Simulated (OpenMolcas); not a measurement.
Mn4+ among 6 point charges of -2 e arranged as a trigonal prism (D3h), 1.78 Å from the ion.

| Quantity | Value |
| --- | --- |
| Program | OpenMolcas |
| Method | CASSCF |
| Basis | ANO-RCC-VDZP [5s4p2d1f] |
| Scalar Hamiltonian | DKH2, point nucleus |
| Active space | 3 electrons in 5 orbitals (3d) |
| State averaging | 2S+1 = 4 even, 10 roots; 2S+1 = 2 even, 40 roots |
| Spin-orbit coupling | RASSI with atomic mean-field integrals over the reference wave functions |

Problem. What is the spin-free ground state (labels of D3, the rotations of D3h)?

Solution. 4A2, 1-fold in its orbital part, 97 % from free-ion F terms; it has the highest spin that d3 allows.

Problem. Where is the first state of the same spin?

Solution. 4E at 2630 cm-1 above the ground state.

Problem. What are the lowest two levels with spin-orbit coupling?

Solution. A 2-fold level E1/2 with g = 1.99, 2.78, 2.78, then a 2-fold level E3/2 104.9 cm-1 above it. Their leading multiplicities are 4 (100 %) and 4 (100 %).

Problem. What is χT at 300 K, and how does it compare with the textbook value?

Solution. The lowest level has 2S+1 = 4, for which the spin-only value is χT = S(S+1) / 2 = 1.875 cm3 K/mol (g = 2). The computed 1.347 at 300 K differs by -0.528, through orbital momentum, spin-orbit coupling and any other state in reach.

Without dynamic correlation the repulsion within the d shell is too large (B by tens of per cent), so at a given field states of lower spin stand too high. Point charges carry no covalency, so the field is a model and not that of real ligands. No measured value stands beside these numbers.
